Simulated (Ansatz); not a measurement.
CH$_{7}$BO$_{2}$Si, singlet, at the geometry of the source list; SC-NEVPT2/6-31G, CASSCF(4,4) run with Ansatz (an electronic-structure program).

Here is a job for Ansatz.
Ansatz 0.2 input:
```yaml
crystal:
  periodic: [false, false, false]
  atoms:
    - {symbol: Si, position_ang: [0.38460000, 0.00050000, -0.84280000]}
    - {symbol: C, position_ang: [1.83750000, -0.25220000, 0.37030000]}
    - {symbol: B, position_ang: [-1.32850000, 0.29830000, 0.09960000]}
    - {symbol: O, position_ang: [-1.61860000, 1.55000000, 0.51200000]}
    - {symbol: O, position_ang: [-2.27300000, -0.65340000, 0.37270000]}
    - {symbol: H, position_ang: [0.35380000, -1.21870000, -1.68910000]}
    - {symbol: H, position_ang: [0.78580000, 1.08240000, -1.75740000]}
    - {symbol: H, position_ang: [2.02410000, 0.65480000, 0.93870000]}
    - {symbol: H, position_ang: [2.75180000, -0.50630000, -0.15480000]}
    - {symbol: H, position_ang: [1.63510000, -1.04660000, 1.08270000]}
    - {symbol: H, position_ang: [-2.46500000, 1.64280000, 0.95710000]}
    - {symbol: H, position_ang: [-2.08760000, -1.55170000, 0.11090000]}
basis:
  gaussian:
    orbitals: 6-31G
magnetization: {spin_polarized: false}
correlation: {method: sc_nevpt2, electrons: all, active_space: {window: {electrons: 4, orbitals: 4}}}
```

Output, abridged:

```
Functional definition: HF
767 factors; integrals over basis functions are off by at most 2.4e-4 eV
mean field evaluation 1: about -13744.4396 eV, gradient 4.1e1 eV
mean field evaluation 2: about -13744.4434 eV, gradient 4.1e1 eV
mean field evaluation 4: about -13748.2068 eV, gradient 2.9e0 eV
mean field evaluation 8: about -13748.2366 eV, gradient 9.0e-5 eV
mean field -13748.23664607 eV, -505.2383778534 hartree, gradient 2.1e-6 eV, S^2 0.000000; 0 other end points of the search recorded, 0 dependent functions left out
reference -13748.23664607 eV, -505.2383778534 hartree; 24, 24 occupied and 39, 39 virtual orbitals, 767 factors
state -13749.51988386 eV, -505.2855359725 hartree
state -13749.51988386 eV, -505.2855359725 hartree; corrected -13760.14977531 eV, -505.6761772782 hartree
state -13748.86466891 eV, -505.2614572671 hartree
state -13748.86466891 eV, -505.2614572671 hartree; corrected -13760.47831634 eV, -505.6882509382 hartree
state -13748.86466891 eV, -505.2614572671 hartree; corrected -13760.47831634 eV, -505.6882509382 hartree
the orbitals are reached from a further start. From the first start the search ends at -13749.51987991 eV, -505.2855358273 hartree
WARN: the results are in doubt because another end's mean lies 0.655 eV lower, and its corrected mean 0.329 eV higher
Total energy: -13760.47831634 eV, -505.6882509382 hartree
In doubt: another end's mean lies 0.655 eV lower, and its corrected mean 0.329 eV higher
```
